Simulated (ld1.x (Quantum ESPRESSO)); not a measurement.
## arsenic: from the effect back to the setting (TM)

Base potential:

```
Element                 : arsenic
Generator               : ld1.x (Quantum ESPRESSO) 7.5
Type                    : norm-conserving Troullier–Martins (Kleinman–Bylander form)
Functional              : LDA (PZ)
Relativity              : scalar-relativistic
Frozen core             : [Ar] 3d10
Valence charge          : 5
Reference configuration : 4s2 4p2 (charge +1)
Partial waves           : 4s (bound): rc 1.65 bohr; 4p (bound): rc 2.10 bohr
Local potential         : all-electron potential smoothed inside 1.35 bohr (lloc = -1)
Core correction         : none
```

Cutoffs, loose and tight: the cutoffs (Ry, on a coarse ladder) from which the occupation-weighted sum of valence levels, in a spherical-Bessel basis at the reference potential, stays within 10 and 1 mRy of its value at 400 Ry. They do not see the model core or the augmentation charge, which bear on the density cutoff. Test errors are all-electron minus pseudo excitation energies from the reference, over the configurations 4s2 4p3; 4s2 4p1; 4s2 4p0; 4s2 4p2.5; 4s0 4p5; 4s1 4p0; 4s1 4p3 (two spin-polarised tests are not counted in the largest error); variants that change the core or the reference have their own tests.

Only the scale of all radii (base = 1) is moved:

```
scale of all radii (base = 1)  cutoff, loose  cutoff, tight  bound ghosts  largest test error (meV)
                         0.77          50 Ry         140 Ry          s, d                      +390
                         1.03          21 Ry          50 Ry             d                      +495
                          1.1          21 Ry          45 Ry             d                      +431
                         1.26          18 Ry          35 Ry             d                      +355
                         1.39          12 Ry          30 Ry             d                      +287
```

One more run gave cutoff, loose: 40 Ry; cutoff, tight: 70 Ry; bound ghosts: s, d; largest test error (meV): +382. Which value of the scale of all radii (base = 1) was used?

0.87. The tight cutoff moves one way along this sweep, from 140 Ry at 0.77 to 30 Ry at 1.39, which places the run between 0.77 and 1.03.
